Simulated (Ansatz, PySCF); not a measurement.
This Ansatz (a first-principles code) input computes a BLYP/def2-TZVPD energy:

Ansatz 0.2 input:
```yaml
crystal:
  periodic: [false, false, false]
  atoms:
    - {symbol: Se, position_ang: [-0.00483803, -0.00060100, 0.68657595]}
    - {symbol: Cl, position_ang: [1.11237023, 1.27416554, -0.67765679]}
    - {symbol: Cl, position_ang: [-1.10269418, -1.27296353, -0.69549512]}
basis:
  gaussian:
    orbitals: def2-TZVPD
hamiltonian:
  xc: {name: BLYP}
output: {forces: true}
```

Question: Write an input for the same energy in PySCF and say what it gives.

Answer: 
```python
from pyscf import gto, scf, dft

mol = gto.M(
    atom='''
    Se   -0.00483803   -0.00060100    0.68657595
    Cl    1.11237023    1.27416554   -0.67765679
    Cl   -1.10269418   -1.27296353   -0.69549512
    ''',
    basis='def2-tzvpd',
    charge=0,
    spin=0,
    verbose=4,
)

mf = dft.RKS(mol, xc='blyp').density_fit(auxbasis='def2-universal-jkfit')
mf.grids.level = 3
mf.conv_tol = 1e-9
mf.max_cycle = 100
mf.max_memory = 1500
mf.kernel()
if not mf.converged:
    mf = mf.newton()
    mf.kernel(mf.make_rdm1())
mf.analyze()
```
It gives -3322.03243 Eh, and Ansatz -3322.03238 Eh, a difference of 0.05 mEh, from the treatment of integrals and grids.
